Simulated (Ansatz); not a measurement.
GeMe(OMe)3 (C₄H₁₂GeO₃), relaxed as a singlet with RKS PBE-D4/def2-SVP in Ansatz, starting from the GFN2-xTB geometry. Force threshold 0.02 eV/Å.

Start:

Cartesian coordinates in Å:
```
Ge 0.008 -0.013 -0.164
C 0.070 -0.131 -2.160
H -0.885 0.173 -2.576
H 0.279 -1.152 -2.461
H 0.849 0.519 -2.543
O 1.322 -0.898 0.610
C 2.644 -0.430 0.806
H 3.206 -0.442 -0.130
H 3.114 -1.111 1.517
H 2.652 0.581 1.213
O -1.487 -0.669 0.507
C -1.776 -2.038 0.719
H -2.015 -2.537 -0.223
H -2.646 -2.075 1.377
H -0.940 -2.553 1.193
O 0.121 1.645 0.426
C -0.932 2.590 0.460
H -1.152 2.967 -0.541
H -0.592 3.414 1.088
H -1.839 2.161 0.885
```

**Question.** Estimate the energy that the relaxation releases and the steps that it takes.

**Answer.** 7.2 kcal/mol, in 36 steps; 89 s on 2 threads of AMD EPYC 7R13 on a shared host and a share (18 GiB) of an NVIDIA H100 80GB HBM3. The force fell under the threshold at step 28, but the optimiser went on and released 0.003 eV more. No frequencies were taken in this run, so the end may be a saddle point.

**Question.** Does the start keep its bonding and symmetry?

**Answer.** By distances, no bond broke or formed. The bond that changes most is Ge1–C2, from 2.00 to 1.94 Å (atoms count from 1).

**Question.** Predict the relaxed structure.

**Answer.** 
```xyz
20

Ge   -0.0117    0.0925   -0.7044
C    -0.1711   -0.3971   -2.5709
H    -1.2266   -0.6267   -2.8112
H     0.4637   -1.2783   -2.7809
H     0.1647    0.4570   -3.1897
O     1.5844   -0.5111   -0.1369
C     2.0510   -0.1627    1.1552
H     2.9091   -0.8212    1.4078
H     1.2755   -0.2963    1.9454
H     2.4080    0.8925    1.2024
O    -1.2632   -0.5607    0.4168
C    -1.3419   -1.9575    0.6339
H    -1.7029   -2.5119   -0.2657
H    -2.0687   -2.1436    1.4528
H    -0.3653   -2.4038    0.9339
O    -0.1852    1.8605   -0.5283
C    -0.5527    2.4548    0.7078
H    -0.9778    3.4588    0.4957
H     0.3260    2.5948    1.3801
H    -1.3154    1.8600    1.2564
```
Bond lengths: 3 × Ge–O 1.79 to 1.80 Å; 3 × C–O 1.42 Å; 1 × C–Ge 1.94 Å; 12 × C–H 1.11 to 1.12 Å.
